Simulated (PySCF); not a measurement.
PySCF input:

```python
from pyscf import gto, scf, dft

mol = gto.M(
    atom='''
    Br   -0.96839463    2.36832120   -0.76591992
    Sn   -0.00000000    0.00000000   -0.00000000
    Br   -1.84501322   -1.88866956   -0.40276580
    Br    0.62835249    0.09191568    2.59424198
    Br    2.18505536   -0.57156732   -1.42555626
    ''',
    basis='def2-tzvpd',
    ecp='def2-tzvp',
    charge=-1,
    spin=1,
    verbose=4,
)

mf = dft.UKS(mol, xc='tpssh').density_fit(auxbasis='def2-universal-jkfit')
mf.grids.level = 3
mf.conv_tol = 1e-9
mf.max_cycle = 100
mf.max_memory = 1500
mf.kernel()
if not mf.converged:
    mf = mf.newton()
    mf.kernel(mf.make_rdm1())
for _ in range(2):
    mo, _, stable, _ = mf.stability(return_status=True)
    if stable:
        break
    mf.kernel(mf.make_rdm1(mo, mf.mo_occ))
mf.analyze()
```

**Question.** What final total energy does it print?

**Answer.** -10510.80805 Eh (TPSSh/def2-TZVPD).
